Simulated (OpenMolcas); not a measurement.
**Au4+: moving or changing the point charges**

Au4+ among 4 point charges of -2 e arranged as a square (D4h), 2.07 Å from the ion.
```
   2.0700    0.0000    0.0000  -2.00
   0.0000    2.0700    0.0000  -2.00
  -2.0700    0.0000    0.0000  -2.00
   0.0000   -2.0700    0.0000  -2.00
```

```json
{
  "Program": "OpenMolcas 26.06",
  "Method": "CASSCF",
  "Basis": "ANO-RCC-VDZP [7s6p4d2f]",
  "Scalar Hamiltonian": "DKH2, point nucleus",
  "Active space": "7 electrons in 5 orbitals (5d)",
  "State averaging": "2S+1 = 4 even, 10 roots; 2S+1 = 2 even, 40 roots",
  "Spin-orbit coupling": "RASSI with atomic mean-field integrals over the reference wave functions"
}
```

Runs around this geometry, states (labels of D4, the rotations of D4h). Energies in cm-1 above the lowest state or level, χT in cm3 K/mol.

```
R (Å)  q (e)  Ground state  First state of that spin  First gap with spin-orbit (degeneracies)  χT at 300 K  First state of another spin
 2.07   -1.6           4A2                  4E 395.0                              564.4 (2, 2)        3.892                    2A1 12755
 1.87     -2            4E                  4A2 1791                              817.2 (2, 2)        1.500                     2B2 7258
 2.07     -2            4E                 4A2 405.2                              269.6 (2, 2)        3.921                     2E 11792
 2.25     -2           4A2                  4E 165.9                              470.7 (2, 2)        4.031                    2A1 13427
```

The ground state changes within this set.

Without dynamic correlation the repulsion within the d shell is too large (B by tens of per cent), so at a given field states of lower spin stand too high. This shell can be high or low spin here, a state of another spin lies low, and with metal d orbitals alone active their balance is uncertain, so the ground spin may be wrong. Point charges give a weaker field than real ligands, and real ions of this kind are as a rule low spin; the high spin found here belongs to the model. Spin-orbit coupling mixes the spin-free states strongly: the lowest level takes only 47 % from its leading state, 4A2 (figures for R = 2.07, q = -1.6; the like holds for R = 1.87, q = -2, R = 2.07, q = -2, R = 2.25, q = -2). An orbital doublet at a regular site is open to a Jahn-Teller distortion, which this geometry leaves out (holds for R = 1.87, q = -2). This is an electrostatic model: the charges have no orbitals. No measured value stands beside these numbers.
